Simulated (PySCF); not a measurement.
Highest occupied level (eV) of eight silicon and germanium compounds: PBE beside CAM-B3LYP, computed with PySCF for isolated molecules in the bases named; differences from unrounded values. The eight are the first of their class met in an unordered collection, after screening for sound electronic states; none was chosen by its value. Each molecule has one DFT geometry for both levels.

| molecule | basis | CAM-B3LYP | PBE | difference |
|---|---|---|---|---|
| C2H7NOSi2, SMILES [SiH2]1O[SiH2]C(C)=N1 | def2-TZVP | -8.28 | -5.62 | 2.65 |
| C3H8O2Si, SMILES C=C[Si@@H](O)OC | def2-TZVP | -9.31 | -6.57 | 2.74 |
| CH5FO2Si2, SMILES F[Si@H]1OC[SiH2]O1 | def2-TZVP | -9.88 | -7.00 | 2.88 |
| CH₆FNOSi₂, SMILES F[Si@H]1N[SiH2]CO1 | def2-TZVP | -9.26 | -6.44 | 2.82 |
| C₂H₁₂OSi₃, SMILES CCO[SiH2][SiH2][SiH3] | def2-TZVP | -8.78 | -6.28 | 2.51 |
| C3H7NOSi, SMILES C1=CO[SiH2]NC1 | def2-TZVP | -7.75 | -5.21 | 2.55 |
| C2H6O2Si, SMILES [SiH]1(O)COC1 | def2-TZVP | -8.49 | -5.58 | 2.90 |
| trisilylamine (H9NSi3), SMILES [SiH3]N([SiH3])[SiH3] | def2-TZVP | -9.01 | -6.40 | 2.61 |

PBE lies below CAM-B3LYP in 0 and above it in 8 of the eight; the mean signed difference is 2.71 and the largest 2.90 eV.
